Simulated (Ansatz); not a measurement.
`[OH][GeH2][S]S`, 8 atoms. Charge 0, multiplicity 1. Correlated methods include outer-core shells of Ge, which these sets cover unevenly. Scalar relativity is left out up to krypton. All runs use 4 threads of a server CPU on a shared host. Correlated methods freeze the cores.

Question: Give the basis size and wall time and peak host memory of each of these runs in Ansatz. RKS PBE0-D4/def2-TZVP frequencies; RKS PBE0-D4/def2-SVP energy; RHF-CCSD(T)/def2-TZVPP energy; RKS ωB97M-V/def2-TZVPP energy and forces; RKS LC-ωPBE/def2-TZVPP energy; direct RPA on PBE orbitals/def2-TZVPP energy; RHF-CCSD(T)/def2-SVP energy; RKS PBE0-D4/def2-QZVPP energy; RKS ωB97M-V/def2-QZVPP energy; RKS PBE-QIDH (frozen core)/def2-TZVPP energy; RHF-MP2/def2-QZVPP energy; RKS PBE0-D4/def2-TZVP relaxation (10 steps). (Estimate.)

Answer: The calculation gave: Other jobs shared the machine, so times are rough.

```tsv
level	job	functions	wall time	peak host memory (GiB)
RKS PBE0-D4/def2-SVP	energy	102	0.9 s	0.2
RKS LC-ωPBE/def2-TZVPP	energy	219	1.9 s	0.41
RHF-CCSD(T)/def2-SVP	energy	102	3 s	0.37
direct RPA on PBE orbitals/def2-TZVPP	energy	219	3.3 s	0.43
RKS PBE-QIDH (frozen core)/def2-TZVPP	energy	219	3.8 s	0.53
RKS PBE0-D4/def2-QZVPP	energy	406	6.5 s	1.6
RKS ωB97M-V/def2-TZVPP	energy and forces	219	8.5 s	0.84
RHF-MP2/def2-QZVPP	energy	406	13 s	2
RKS ωB97M-V/def2-QZVPP	energy	406	14 s	1.9
RKS PBE0-D4/def2-TZVP	relaxation (10 steps)	177	27 s	0.47
RKS PBE0-D4/def2-TZVP	frequencies	177	78 s	0.49
RHF-CCSD(T)/def2-TZVPP	energy	219	79 s	3.1
```

LC-ωPBE has ω = 0.4 bohr⁻¹.
